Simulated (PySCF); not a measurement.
Delta-SCF ions had no search for a lower state. Excitations are Tamm–Dancoff values on a coarser integration grid. The basis has no diffuse functions, so Rydberg states are missing or too high.

## C$_{3}$H$_{6}$Ge, SMILES `C=C=[CH][GeH3]` (charge 0, multiplicity 1)

All values below come from PBE-D3(BJ)/def2-TZVP // PBE0-D3(BJ)/def2-TZVP in PySCF.

* **HOMO**: -6.31 eV
* **dipole moment**: 0.30 D
* **LUMO**: -0.98 eV
* **HOMO–LUMO gap**: 5.32 eV
* **S1 excitation (TDA)**: 5.44 eV
* **S1 oscillator strength**: 0.002
* **T1 excitation (TDA)**: 4.57 eV
* **S1–T1 gap (TDA)**: 0.87 eV
* **vertical ionisation energy (Delta-SCF)**: 9.35 eV
* **total energy**: -59713.43 eV
* **cost**: very roughly 110 core-seconds

Bond lengths (Å): C1–C2 1.301, C1–H5 1.085, C1–H6 1.085, C2–C3 1.298, C3–Ge4 1.943, C3–H7 1.088, Ge4–H8 1.534, Ge4–H9 1.539, Ge4–H10 1.539. Angles (°): C2–C1–H5 121.1, C2–C1–H6 121.1, H5–C1–H6 117.9, C1–C2–C3 178.4, C2–C3–Ge4 121.6, C2–C3–H7 119.4, Ge4–C3–H7 119.0, C3–Ge4–H8 108.7, C3–Ge4–H9 109.7, C3–Ge4–H10 109.7, H8–Ge4–H9 110.2, H8–Ge4–H10 110.2, H9–Ge4–H10 108.3.
Charge 0, spin multiplicity 1.
